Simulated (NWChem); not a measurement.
# Si$_{2}$H$_{5}$O$_{2}$F; SMILES O[SiH](O)[SiH2]F

```xyz
10

O      1.5119     1.2421    -0.4494
Si     0.1125     0.8645     0.3700
O     -1.1756     1.8147    -0.0843
Si    -0.5728    -1.2761    -0.2697
F      0.5433    -2.3505     0.2538
H      2.1855     1.7356     0.0265
H      0.3857     1.0150     1.8376
H     -1.1479     2.7548     0.1184
H     -0.6793    -1.3994    -1.7529
H     -1.8797    -1.6450     0.3504
```
Atoms are numbered in this order, from 1.

Program: NWChem. Medium grid unless said otherwise, to which SCAN and Minnesota functionals are sensitive. Coordinates come from a PBE0/def2-SVP optimisation. Hybrids' shares of exact exchange are those that their runs print; pure functionals count as 0. The functionals differ in more than this share.

| row | share of exact exchange | orbital gap (eV) |
|---|---|---|
| PBE/def2-SVP | 0.00 | 5.52 |
| LDA (Slater exchange, VWN5)/def2-SVP | 0.00 | 5.34 |
| B3LYP/def2-SVP | 0.20 | 7.35 |
| M06-2X/def2-SVP | 0.54 | 9.78 |
| Hartree-Fock/def2-SVP | 1.00 | withheld |

Fit a straight line of the last column on the one before it, predict the withheld value, and compare with the run.


1. Means of the 4 shown rows: x = 0.185, y = 6.998. Slope Σ(x − x̄)(y − ȳ)/Σ(x − x̄)² = 1.573/0.1947 = 8.079; intercept 5.503.
2. The shown rows scatter about the line by 0.148 (root mean square); the largest residual is +0.23, at B3LYP/def2-SVP.
3. At x = 1.00 (Hartree-Fock/def2-SVP; beyond the shown range) the line gives 13.58.
4. The run gives 14.29, +0.71 from the line, 4.8 times the scatter.
